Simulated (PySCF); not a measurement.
# Radial density of Os (osmium, neutral)

TPSS, [Xe] 4f14 5d6 6s2, high-spin 5D determinant. Calculation: PySCF 2.14, in def2-TZVPPD with the def2 core potential (60 electrons) (6s5p3d2f1g, 59 functions); scalar relativity through the core potential. This is the valence pseudo-density: the core potential removes the inner electrons and smooths the orbitals near the nucleus.

| r (bohr) | 4πr²ρ (e/bohr) | 4πr²(ρα − ρβ) |
| --- | --- | --- |
| 0.139 | 1.050e-05 | 0.0000 |
| 0.234 | 0.0004884 | 0.0002 |
| 0.394 | 0.06949 | 0.0089 |
| 0.662 | 4.622 | 0.3621 |
| 1.11 | 12.62 | 2.3520 |
| 1.87 | 4.785 | 2.0096 |
| 3.15 | 1.272 | 0.3552 |
| 5.30 | 0.1204 | -0.0076 |
| 8.91 | 0.001191 | -0.0004 |

Energies and moments cover only the electrons outside the core potential. Spin-orbit coupling, absent here, splits the open shell strongly.

Problem. Where is the radial spin density 4πr²(ρα − ρβ) most negative, and why is it negative at all?

Solution. Around r = 5.30 bohr, down to -0.0076 e/bohr: exchange with the open shell polarises the paired shells in an unrestricted calculation.
